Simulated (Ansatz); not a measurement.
Geometry optimisation, RKS PBE0/6-31G* in Ansatz 0.2.0.

input.yaml

```yaml
crystal:
  periodic: [false, false, false]
  atoms:
    - { symbol: C, position_ang: [-1.6245, -0.8545, 0.649] }
    - { symbol: B, position_ang: [-0.115, -1.1052, 0.7409] }
    - { symbol: C, position_ang: [0.9655, -0.2114, -0.0106] }
    - { symbol: C, position_ang: [0.4869, 0.9522, -0.8192] }
    - { symbol: O, position_ang: [1.4428, 1.6439, -1.4691] }
    - { symbol: H, position_ang: [-1.8931, 0.2192, 1.0311] }
    - { symbol: H, position_ang: [-0.73048, -0.72087, -0.17691] }
    - { symbol: H, position_ang: [-1.9596, -0.8591, -0.428] }
    - { symbol: H, position_ang: [0.2532, -2.0007, 1.4384] }
    - { symbol: H, position_ang: [1.6856, 0.1964, 0.7999] }
    - { symbol: H, position_ang: [1.5742, -0.8762, -0.6463] }
    - { symbol: H, position_ang: [-0.2467, 0.5467, -1.5807] }
    - { symbol: H, position_ang: [-0.2244, 1.6523, -0.1775] }
    - { symbol: H, position_ang: [1.8456, 2.225, -0.7378] }
basis:
  gaussian: { orbitals: "6-31G*" }
hamiltonian:
  xc: pbe0
relax:
  f_tol: 0.02
  max_steps: 50
output:
  orbitals: {}
```

Command:

```bash
$ ansatz run input.yaml --threads 2 --pin off --max-ram 3072MiB --backend cpu --events-out ev --progress --plain --runs-dir out
```

Where does it end, and by what steps?

The run converged. The force dipped under the threshold on the way, but the program's further checks kept it going. After 29 steps the energy has fallen by 5.490 eV; H7 moved furthest, 1.39 Å. Parted: B2–H7.

```json
{"step": "0", "energy less start (eV)": "0.0000", "largest force component (eV/Å)": "4.218", "accepted": "yes"}
{"step": "2", "energy less start (eV)": "-2.5612", "largest force component (eV/Å)": "2.215", "accepted": "yes"}
{"step": "4", "energy less start (eV)": "-4.2804", "largest force component (eV/Å)": "1.523", "accepted": "yes"}
{"step": "6", "energy less start (eV)": "-5.1203", "largest force component (eV/Å)": "0.812", "accepted": "yes"}
{"step": "8", "energy less start (eV)": "-5.4360", "largest force component (eV/Å)": "0.270", "accepted": "yes"}
{"step": "10", "energy less start (eV)": "-5.4699", "largest force component (eV/Å)": "0.134", "accepted": "yes"}
{"step": "12", "energy less start (eV)": "-5.4793", "largest force component (eV/Å)": "0.075", "accepted": "yes"}
{"step": "14", "energy less start (eV)": "-5.4597", "largest force component (eV/Å)": "0.727", "accepted": "no"}
{"step": "16", "energy less start (eV)": "-5.4867", "largest force component (eV/Å)": "0.186", "accepted": "no"}
{"step": "18", "energy less start (eV)": "-5.4874", "largest force component (eV/Å)": "0.013", "accepted": "yes"}
{"step": "20", "energy less start (eV)": "-5.4877", "largest force component (eV/Å)": "0.152", "accepted": "no"}
{"step": "22", "energy less start (eV)": "-5.4891", "largest force component (eV/Å)": "0.025", "accepted": "yes"}
{"step": "24", "energy less start (eV)": "-5.4897", "largest force component (eV/Å)": "0.058", "accepted": "yes"}
{"step": "26", "energy less start (eV)": "-5.4902", "largest force component (eV/Å)": "0.038", "accepted": "yes"}
{"step": "28", "energy less start (eV)": "-5.4904", "largest force component (eV/Å)": "0.013", "accepted": "yes"}
{"step": "29", "energy less start (eV)": "-5.4905", "largest force component (eV/Å)": "0.008", "accepted": "yes"}
```

```xyz
14
Properties=species:S:1:pos:R:3
C -1.652 -0.796 0.365
B -0.121 -0.955 0.650
C 1.028 -0.075 0.040
C 0.653 1.056 -0.905
O 1.770 1.699 -1.487
H -2.142 -0.503 1.308
H -1.933 -0.065 -0.400
H -2.103 -1.765 0.113
H 0.214 -1.823 1.418
H 1.627 0.312 0.884
H 1.725 -0.760 -0.473
H 0.073 0.667 -1.749
H 0.006 1.782 -0.385
H 2.315 2.036 -0.764
```

The run took 59 s on 2 threads of Arm Neoverse V2 (shared host), peak memory 0.19 GiB.
